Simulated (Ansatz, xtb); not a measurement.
## Ranking isomers of H7N2OSi+

4 gas-phase structures of H7N2OSi+, found in a search over its isomers (lower ones may exist). Each was relaxed with GFN2-xTB:

A. `N[Si@H]([NH3+])O`, a singlet
B. a singlet given by its coordinates
C. `[NH3+][SiH-]([NH3+])=O`, a singlet
D. `N[SiH](N)[OH2+]`, a singlet

B (Å):

```yaml
atoms:
  - { symbol: N, position_ang: [-1.6834, -0.9604, -0.5914] }
  - { symbol: N, position_ang: [0.5000, -1.6668, -2.2030] }
  - { symbol: O, position_ang: [-0.6067, -3.3388, -0.5484] }
  - { symbol: Si, position_ang: [0.1122, -1.9291, -0.1794] }
  - { symbol: H, position_ang: [-2.1971, -0.8993, 0.2851] }
  - { symbol: H, position_ang: [-2.2513, -1.5124, -1.2354] }
  - { symbol: H, position_ang: [-1.5922, -0.0136, -0.9523] }
  - { symbol: H, position_ang: [1.4277, -2.0459, -2.3807] }
  - { symbol: H, position_ang: [-0.1589, -2.2074, -2.7650] }
  - { symbol: H, position_ang: [0.5025, -0.7020, -2.5258] }
  - { symbol: H, position_ang: [-0.5436, -4.1591, -0.0699] }
```

Close contacts (Å): N1–Si4 2.08, N2–Si4 2.08, O3–Si4 1.62, N1–H5 1.02, N1–H6 1.02, N1–H7 1.02, N2–H8 1.02, N2–H9 1.02, N2–H10 1.02, O3–H11 0.95.

**Question.** Which do you expect lowest at r2SCAN-D4/def2-SVP, and how would the others follow?

**Answer.** Calculated order at r2SCAN-D4/def2-SVP: A (0.0), D (21.2), B (21.4), C (31.8) kcal/mol. Less than 1 kcal/mol parts D and B, so the order within that pair means little.

Energies above the lowest of each column, in kcal/mol; the last columns are at PBE0-D3(BJ)/def2-SVP geometries and were run for some of them only (a dash: not run or not comparable):

```json
{"structure": "A", "GFN2-xTB": "0.0", "HF/STO-3G": "0.0", "r2SCAN-D4/def2-SVP": "0.0", "PBE0-D3(BJ)/def2-SVP": "0.0", "CCSD(T)/def2-SVP + ΔMP2/def2-TZVPP": "0.0"}
{"structure": "D", "GFN2-xTB": "22.0", "HF/STO-3G": "11.9", "r2SCAN-D4/def2-SVP": "21.2", "PBE0-D3(BJ)/def2-SVP": "21.9", "CCSD(T)/def2-SVP + ΔMP2/def2-TZVPP": "24.3"}
{"structure": "B", "GFN2-xTB": "38.9", "HF/STO-3G": "3.4", "r2SCAN-D4/def2-SVP": "21.4", "PBE0-D3(BJ)/def2-SVP": "20.5", "CCSD(T)/def2-SVP + ΔMP2/def2-TZVPP": "25.7"}
{"structure": "C", "GFN2-xTB": "12.1", "HF/STO-3G": "62.5", "r2SCAN-D4/def2-SVP": "31.8", "PBE0-D3(BJ)/def2-SVP": "–", "CCSD(T)/def2-SVP + ΔMP2/def2-TZVPP": "–"}
```

Every level run on A puts it lowest or level with the lowest. Flexible structures stand in one conformer each, not always the lowest. Frequencies (PBE0-D3(BJ)/def2-SVP) were run for A, B, D alone. The ΔMP2 step shifts differences by up to 6.2 kcal/mol, which makes them less sure. ΔMP2 is the change of the MP2 energy from the smaller to the larger basis.

Over these structures GFN2-xTB departs from r2SCAN-D4/def2-SVP by 9.6 kcal/mol on average once a common shift is removed. A GFN2-xTB relaxation took about 0.17 s and the r2SCAN-D4/def2-SVP energy about 1.7 s on a shared host (Ansatz 0.2.0, xtb 6.7.1).
